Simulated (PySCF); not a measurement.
Sulfur: a sound run and one with changed settings

Sound run: S²⁺ [Ne] 3s2 3p2, S³⁺ [Ne] 3s2 3p1. Calculation: PySCF 2.14, in x2c-SVPall (4s3p1d, 18 functions); the spin-free X2C one-electron Hamiltonian (Gaussian nucleus). In the sound run the correlated levels freeze [Ne]. The sound run starts from symmetry-adapted Hartree-Fock orbitals and uses a fine grid where one is needed.

Changed run: basis STO-3G, all-electron and non-relativistic. This setting is unsound on purpose.

```tsv
species	method	sound run (hartree)	changed run (hartree)	converged
S²⁺	UHF	-397.25993	-392.09347	yes
S²⁺	B3LYP	-397.83209	-392.55685	yes
S²⁺	MN15	-397.80438	-391.53623	yes
S²⁺	MP2	-397.31390	-392.10181	yes
S²⁺	CCSD(T)	-397.33623	-392.10822	yes
S³⁺	UHF	-396.00828	-390.80108	yes
S³⁺	B3LYP	-396.55435	-391.23634	yes
S³⁺	MN15	-396.52103	-390.21495	yes
S³⁺	MP2	-396.05078	-390.81823	yes
S³⁺	CCSD(T)	-396.07201	-390.83050	yes
```

Ionisation energy of S²⁺:

```tsv
method	sound run (eV)	changed run (eV)
UHF	34.059	35.168
B3LYP	34.769	35.933
MN15	34.922	35.954
MP2	34.371	34.928
SCS-MP2	34.288	34.880
CCSD	34.393	34.768
CCSD(T)	34.401	34.768
```

A minimal basis cannot let orbitals breathe on ionisation and holds almost no correlation. The Hamiltonian changed with the basis, so the totals do not compare.

For comparison, NIST gives 34.86 ± 0.04 eV between the lowest levels.
